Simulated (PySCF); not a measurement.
Two species compared at the same levels of theory.

First species: C₃H₁₃PSi₂.
SMILES with atom numbers: `[CH3:1][Si:2]([CH3:3])([CH3:4])[PH:5][SiH3:6]` (hydrogens: H7, H8, H9 on C1; H10, H11, H12 on C3; H13, H14, H15 on C4; H16 on P5; H17, H18, H19 on Si6)

Second species: C₆H₆Cl₂.
InChI=1S/C6H6Cl2/c7-5-2-1-3(2)6(8)4(1)5/h1-6H/t1-,2+,3-,4+,5+,6-

Levels: PBE0/def2-SVPD for dipole moment, HOMO energy, LUMO energy, HOMO–LUMO gap, static isotropic polarisability and electronic spatial extent ⟨r²⟩ about the centre of nuclear charge; TDDFT PBE0/def2-SVPD for lowest singlet excitation; TDA PBE0/def2-SVPD for lowest triplet excitation (Tamm–Dancoff); GFN2-xTB for rotational constant A and rotational constant C. Geometries: GFN2-xTB. Each species is one conformer at its optimised geometry, gas phase, non-relativistic unless stated. Electronic properties by PySCF.

Dipoles, sizes and rotational constants follow the conformer. The torsions of the flexible species, by atom-mapped SMILES:
- `[CH3:1][Si:2]([CH3:3])([CH3:4])[PH:5][SiH3:6]`: C1–Si2–P5–Si6 -53°

```tsv
property	column X	column Y
dipole moment	1.39 D	1.62 D
HOMO energy	-6.94 eV	-7.93 eV
LUMO energy	0.25 eV	0.16 eV
HOMO–LUMO gap	7.19 eV	8.09 eV
lowest singlet excitation	5.97 eV	6.78 eV
lowest triplet excitation (Tamm–Dancoff)	5.33 eV	6.33 eV
static isotropic polarisability	120.4 au	88.4 au
electronic spatial extent ⟨r²⟩ about the centre of nuclear charge	1410 bohr²	1421 bohr²
rotational constant A	2.421 GHz	4.246 GHz
rotational constant C	0.992 GHz	0.755 GHz
```

Q: Which column belongs to which species?

A: Column X is the first species and column Y the second. The first has 19 atoms and 74 electrons, the second 14 and 76.

Q: How does each property change from the first species to the second?

A: dipole moment +0.23 D; HOMO energy -0.99 eV; LUMO energy -0.09 eV; HOMO–LUMO gap +0.90 eV; lowest singlet excitation +0.81 eV; lowest triplet excitation (Tamm–Dancoff) +1.00 eV; static isotropic polarisability -32.0 au; electronic spatial extent ⟨r²⟩ about the centre of nuclear charge +11 bohr²; rotational constant A +1.825 GHz; rotational constant C -0.237 GHz.

On the first: The polarisability is 17.84 Å³ as a volume (1 au = 0.148185 Å³), or 1.63 au for each of the 74 electrons. No computed singlet falls in the visible range (750 to 380 nm, 1.65 to 3.26 eV); S1 lies 2.71 eV above its blue end.

On the second: The vertical singlet–triplet gap S1 − T1 is 0.45 eV (TDDFT singlet less Tamm–Dancoff triplet; S1: HOMO→LUMO, weight 0.95; T1: HOMO→LUMO, weight 0.71). S1 lies 1.31 eV below the HOMO–LUMO gap; its leading configuration is HOMO→LUMO, weight 0.95.
